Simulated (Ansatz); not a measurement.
```yaml
crystal:
  periodic: [false, false, false]
  atoms:
    - {symbol: N, position_ang: [-1.505559, 1.276241, -0.527147]}
    - {symbol: Si, position_ang: [0.124586, 0.479589, -0.480773]}
    - {symbol: Si, position_ang: [1.024717, 0.681920, 1.796368]}
    - {symbol: Si, position_ang: [-0.147614, -1.888351, -1.077359]}
    - {symbol: H, position_ang: [-1.624710, 2.248404, -0.126672]}
    - {symbol: H, position_ang: [-2.131111, 1.140630, -1.369716]}
    - {symbol: H, position_ang: [1.198711, 1.085452, -1.460934]}
    - {symbol: H, position_ang: [0.168446, -0.141019, 2.811130]}
    - {symbol: H, position_ang: [1.029891, 2.176797, 2.260874]}
    - {symbol: H, position_ang: [2.494748, 0.152372, 1.834065]}
    - {symbol: H, position_ang: [-0.893134, -2.034505, -2.446040]}
    - {symbol: H, position_ang: [-0.972062, -2.648025, 0.010468]}
    - {symbol: H, position_ang: [1.254721, -2.565942, -1.208725]}
basis:
  gaussian: {orbitals: x2c-TZVPPall}
total_charge: -2
hamiltonian: {xc: {name: B2GP-PLYP}}
accuracy: high
output: {forces: true}
```

```sh
$ ansatz run in.yaml --threads 4 --pin off --events-out ev --progress --plain --max-ram 10444MiB
```

Shortened log:

```
Functional definition: B2GP-PLYP
4981 factors; integrals over basis functions are off by at most 2.5e-8 eV
mean field evaluation 1: about -25288.5506 eV, gradient 2.5e1 eV
mean field evaluation 2: about -25288.7710 eV, gradient 2.5e1 eV
mean field evaluation 4: about -25291.2571 eV, gradient 3.4e0 eV
mean field evaluation 8: about -25291.4449 eV, gradient 1.1e0 eV
mean field evaluation 16: about -25291.6389 eV, gradient 2.3e-1 eV
mean field evaluation 32: about -25291.6449 eV, gradient 1.2e-3 eV
mean field -25291.64488468 eV, -929.4508062195 hartree, gradient 7.7e-8 eV, S^2 0.000000; 4 other end points of the search recorded, 0 dependent functions left out; unrestricted orbitals would lower it
16 core orbitals not correlated: weight in the atoms' cores, before any rotation towards them, 1.000 or more for the frozen orbitals, at most 0.000 for the correlated occupied ones
reference -25291.64491026 eV, -929.4508071594 hartree; 14, 14 occupied and 253, 253 virtual orbitals, 4981 factors
second order -21.89472066 eV of doubles, -0.00000000 eV of singles
Total energy: -25299.52700970 eV, -929.7404689710 hartree
Relativity: scalar
Atom 0 at    -1.505559     1.276241    -0.527147 Å, force    -0.148646     0.128202    -0.053051 eV/Å
Atom 1 at     0.124586     0.479589    -0.480773 Å, force     0.201862    -0.727053     0.563933 eV/Å
Atom 2 at     1.024717     0.681920     1.796368 Å, force    -1.365875     0.050588    -1.694792 eV/Å
Atom 3 at    -0.147614    -1.888351    -1.077359 Å, force    -0.445032     2.060569     0.552205 eV/Å
Atom 4 at    -1.624710     2.248404    -0.126672 Å, force     0.322863    -0.742396    -0.311642 eV/Å
Atom 5 at    -2.131111     1.140630    -1.369716 Å, force     0.673384     0.023207     0.547265 eV/Å
Atom 6 at     1.198711     1.085452    -1.460934 Å, force    -0.501299    -0.453615     0.610043 eV/Å
Atom 7 at     0.168446    -0.141019     2.811130 Å, force     0.715967     0.576941    -0.490997 eV/Å
Atom 8 at     1.029891     2.176797     2.260874 Å, force     0.766257    -0.699234     0.759398 eV/Å
Atom 9 at     2.494748     0.152372     1.834065 Å, force    -0.524420     0.663013     0.420563 eV/Å
Atom 10 at    -0.893134    -2.034505    -2.446040 Å, force     0.580974    -1.106101     0.304609 eV/Å
Atom 11 at    -0.972062    -2.648025     0.010468 Å, force     0.580534     0.290895    -0.815180 eV/Å
Atom 12 at     1.254721    -2.565942    -1.208725 Å, force    -0.856569    -0.065015    -0.392354 eV/Å
Dipole moment:     0.440843    -0.364690     0.146160 e Å
```

(1) Something in this input is off. What?

Results:

(1) The charge is far from anything that the molecule holds. The calculation finished and met its thresholds. The result belongs to that input, not to the molecule as meant.
